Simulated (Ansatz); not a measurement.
This singlet lies 0.95 eV below the relaxed triplet at the level frozen-core CCSD(T)/aug-cc-pVDZ // B3LYP-D3(BJ)/def2-TZVPD (Ansatz, a quantum-chemistry and plane-wave program).

Species: CH3AlNSi, SMILES `[C-]#[N+][Al-][SiH3]` (lower singlet) (charge -1, multiplicity 1).

Task: Give a relaxed geometry from B3LYP-D3(BJ)/def2-TZVPD in Ansatz.

Result: the end point of this relaxation (outside a Z-matrix the atoms follow the SMILES, hydrogens last).
Bonded distances (Å): C1–N2 1.171, N2–Al3 1.943, Al3–Si4 2.622, Si4–H5 1.509, Si4–H6 1.510, Si4–H7 1.510. Angles (°): C1–N2–Al3 171.0, N2–Al3–Si4 90.8, Al3–Si4–H5 116.6, Al3–Si4–H6 116.3, Al3–Si4–H7 115.4, H5–Si4–H6 102.6, H5–Si4–H7 101.9, H6–Si4–H7 101.9.
